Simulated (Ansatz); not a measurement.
Ansatz (a program for electronic structure) input (B3LYP-D3(BJ)/def2-TZVP):

Ansatz 0.2 input:
```yaml
crystal:
  periodic: [false, false, false]
  atoms:
    - {symbol: Al, position_ang: [0.00000000, 0.00000000, 0.00000000]}
    - {symbol: Br, position_ang: [0.00000000, 0.00000000, 2.15640074]}
    - {symbol: Br, position_ang: [-0.00000000, -0.00000000, -2.15640074]}
basis:
  gaussian:
    orbitals: def2-TZVP
hamiltonian:
  xc: b3lyp
  dispersion: d3bj
total_charge: 1
phonons: {temperatures: {t_min: 298.15, t_max: 298.15, t_step: 100}}
```

Output:

```
Functional definition: B3LYP
integrals: 0.06 GiB planned
1085 factors; their error is unknown
mean field: 0.60 GiB planned
mean field evaluation 1: about -146683.6831 eV, gradient 2.9e1 eV
mean field evaluation 2: about -146681.3863 eV, gradient 4.5e1 eV
mean field evaluation 4: about -146686.1264 eV, gradient 2.0e0 eV
mean field evaluation 8: about -146686.1344 eV, gradient 2.3e-2 eV
mean field evaluation 16: about -146686.8289 eV, gradient 7.0e-6 eV
mean field -146686.82893397 eV, -5390.6415354197 hartree, gradient 4.1e-6 eV, S^2 0.000000; 0 other end points of the search recorded, 0 dependent functions left out
the calculation of the forces begins
reference -146686.82914905 eV, -5390.6415433238 hartree; 41, 41 occupied and 92, 92 virtual orbitals, 1085 factors
these checks for a lower state are left out or cut short: stability, starts, cluster_reference, orbital_swaps, neighbouring_geometries, increment
integrals: 0.06 GiB planned
1085 factors; their error is unknown
mean field: 0.60 GiB planned
mean field -146686.82893067 eV, -5390.6415352985 hartree, gradient 1.7e-6 eV, S^2 0.000000; 0 other end points of the search recorded, 0 dependent functions left out
the calculation of the forces begins
reference -146686.82914575 eV, -5390.6415432026 hartree; 41, 41 occupied and 92, 92 virtual orbitals, 1085 factors
these checks for a lower state are left out or cut short: stability, starts, cluster_reference, orbital_swaps, neighbouring_geometries, increment
integrals: 0.06 GiB planned
1085 factors; their error is unknown
mean field: 0.60 GiB planned
mean field evaluation 32: about -146686.8289 eV, gradient 1.7e-6 eV
mean field -146686.82893067 eV, -5390.6415352986 hartree, gradient 1.7e-6 eV, S^2 0.000000; 0 other end points of the search recorded, 0 dependent functions left out
the calculation of the forces begins
reference -146686.82914575 eV, -5390.6415432026 hartree; 41, 41 occupied and 92, 92 virtual orbitals, 1085 factors
these checks for a lower state are left out or cut short: stability, starts, cluster_reference, orbital_swaps, neighbouring_geometries, increment
integrals: 0.06 GiB planned
1085 factors; their error is unknown
mean field: 0.60 GiB planned
mean field -146686.82893067 eV, -5390.6415352985 hartree, gradient 1.7e-6 eV, S^2 0.000000; 0 other end points of the search recorded, 0 dependent functions left out
the calculation of the forces begins
reference -146686.82914575 eV, -5390.6415432026 hartree; 41, 41 occupied and 92, 92 virtual orbitals, 1085 factors
these checks for a lower state are left out or cut short: stability, starts, cluster_reference, orbital_swaps, neighbouring_geometries, increment
integrals: 0.06 GiB planned
1085 factors; their error is unknown
mean field: 0.60 GiB planned
mean field -146686.82893067 eV, -5390.6415352985 hartree, gradient 1.7e-6 eV, S^2 0.000000; 0 other end points of the search recorded, 0 dependent functions left out
the calculation of the forces begins
reference -146686.82914575 eV, -5390.6415432026 hartree; 41, 41 occupied and 92, 92 virtual orbitals, 1085 factors
these checks for a lower state are left out or cut short: stability, starts, cluster_reference, orbital_swaps, neighbouring_geometries, increment
integrals: 0.06 GiB planned
1085 factors; their error is unknown
mean field: 0.61 GiB planned
mean field -146686.82881828 eV, -5390.6415311680 hartree, gradient 1.8e-6 eV, S^2 0.000000; 0 other end points of the search recorded, 0 dependent functions left out
the calculation of the forces begins
reference -146686.82903336 eV, -5390.6415390720 hartree; 41, 41 occupied and 92, 92 virtual orbitals, 1085 factors
these checks for a lower state are left out or cut short: stability, starts, cluster_reference, orbital_swaps, neighbouring_geometries, increment
integrals: 0.06 GiB planned
1085 factors; their error is unknown
mean field: 0.61 GiB planned
mean field evaluation 64: about -146686.8288 eV, gradient 1.8e-6 eV
mean field -146686.82881828 eV, -5390.6415311680 hartree, gradient 1.8e-6 eV, S^2 0.000000; 0 other end points of the search recorded, 0 dependent functions left out
the calculation of the forces begins
reference -146686.82903336 eV, -5390.6415390720 hartree; 41, 41 occupied and 92, 92 virtual orbitals, 1085 factors
these checks for a lower state are left out or cut short: stability, starts, cluster_reference, orbital_swaps, neighbouring_geometries, increment
integrals: 0.06 GiB planned
1085 factors; their error is unknown
mean field: 0.60 GiB planned
mean field -146686.82893317 eV, -5390.6415353903 hartree, gradient 1.7e-6 eV, S^2 0.000000; 0 other end points of the search recorded, 0 dependent functions left out
the calculation of the forces begins
reference -146686.82914825 eV, -5390.6415432943 hartree; 41, 41 occupied and 92, 92 virtual orbitals, 1085 factors
these checks for a lower state are left out or cut short: stability, starts, cluster_reference, orbital_swaps, neighbouring_geometries, increment
integrals: 0.06 GiB planned
1085 factors; their error is unknown
mean field: 0.60 GiB planned
mean field -146686.82893317 eV, -5390.6415353903 hartree, gradient 1.7e-6 eV, S^2 0.000000; 0 other end points of the search recorded, 0 dependent functions left out
the calculation of the forces begins
reference -146686.82914825 eV, -5390.6415432943 hartree; 41, 41 occupied and 92, 92 virtual orbitals, 1085 factors
these checks for a lower state are left out or cut short: stability, starts, cluster_reference, orbital_swaps, neighbouring_geometries, increment
integrals: 0.06 GiB planned
1085 factors; their error is unknown
mean field: 0.60 GiB planned
mean field -146686.82893317 eV, -5390.6415353903 hartree, gradient 1.7e-6 eV, S^2 0.000000; 0 other end points of the search recorded, 0 dependent functions left out
the calculation of the forces begins
reference -146686.82914825 eV, -5390.6415432943 hartree; 41, 41 occupied and 92, 92 virtual orbitals, 1085 factors
these checks for a lower state are left out or cut short: stability, starts, cluster_reference, orbital_swaps, neighbouring_geometries, increment
integrals: 0.06 GiB planned
1085 factors; their error is unknown
mean field: 0.60 GiB planned
mean field evaluation 96: about -146686.8289 eV, gradient 1.7e-6 eV
mean field -146686.82893317 eV, -5390.6415353903 hartree, gradient 1.7e-6 eV, S^2 0.000000; 0 other end points of the search recorded, 0 dependent functions left out
the calculation of the forces begins
reference -146686.82914825 eV, -5390.6415432943 hartree; 41, 41 occupied and 92, 92 virtual orbitals, 1085 factors
these checks for a lower state are left out or cut short: stability, starts, cluster_reference, orbital_swaps, neighbouring_geometries, increment
integrals: 0.06 GiB planned
1085 factors; their error is unknown
mean field: 0.60 GiB planned
mean field -146686.82895705 eV, -5390.6415362677 hartree, gradient 1.7e-6 eV, S^2 0.000000; 0 other end points of the search recorded, 0 dependent functions left out
the calculation of the forces begins
reference -146686.82917216 eV, -5390.6415441730 hartree; 41, 41 occupied and 92, 92 virtual orbitals, 1085 factors
these checks for a lower state are left out or cut short: stability, starts, cluster_reference, orbital_swaps, neighbouring_geometries, increment
integrals: 0.06 GiB planned
1085 factors; their error is unknown
mean field: 0.60 GiB planned
mean field -146686.82879461 eV, -5390.6415302984 hartree, gradient 1.7e-6 eV, S^2 0.000000; 0 other end points of the search recorded, 0 dependent functions left out
the calculation of the forces begins
reference -146686.82900966 eV, -5390.6415382012 hartree; 41, 41 occupied and 92, 92 virtual orbitals, 1085 factors
Total energy: -146687.00575340 eV, -5390.6480334138 hartree
Atom 0 at     0.000000     0.000000     0.000000 Å, force     0.000000     0.000000     0.000000 eV/Å
Atom 1 at     0.000000     0.000000     2.156401 Å, force    -0.000000    -0.000000    -0.000007 eV/Å
Atom 2 at    -0.000000    -0.000000    -2.156401 Å, force    -0.000000    -0.000000     0.000007 eV/Å
Dipole moment:    -0.000000     0.000000    -0.000000 e Å
Vibrations: 111.58 111.58 251.98 660.40 cm⁻¹, zero-point energy 0.070395 eV
```

It need not be the lowest isomer of its formula.
